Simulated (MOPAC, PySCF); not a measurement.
Members of the series B-XY, Y = chloro; each row names its spin state. Isolated molecules, 0 K electronic values unless said otherwise. One relaxed conformer stands for each flexible species; it need not be the lowest. Strings in code marks are SMILES.

Quantity: adiabatic spin-state energy, in kcal/mol. HF references are unrestricted for open shells and restricted for singlets. Semi-empirical values (MOPAC) are differences of heats of formation. Levels without diffuse functions put anions too high.

Level 1: B3LYP/LANL2DZ // B3LYP-D3(BJ)/def2-TZVPD (PySCF)
Level 2: PBE/6-31G* // B3LYP-D3(BJ)/def2-TZVPD (PySCF)
Level 3: HF/3-21G // B3LYP-D3(BJ)/def2-TZVPD (PySCF)
Level 4: AM1 // B3LYP-D3(BJ)/def2-TZVPD (MOPAC)

```csv
species,level 1,level 2,level 3,level 4
`B[B-]Cl`: multiplicity 3 minus multiplicity 1,8.51,7.50,-10.8,-36.8
`O[B-]Cl`: multiplicity 3 minus multiplicity 1,35.6,33.7,21.1,63.7
`S[B-]Cl`: multiplicity 3 minus multiplicity 1,18.7,13.1,2.27,42.6
`Cl[B-]Cl`: multiplicity 3 minus multiplicity 1,25.7,20.4,6.03,66.4
`N[B-]Cl`: multiplicity 3 minus multiplicity 1,32.7,28.8,17.3,64.4
```
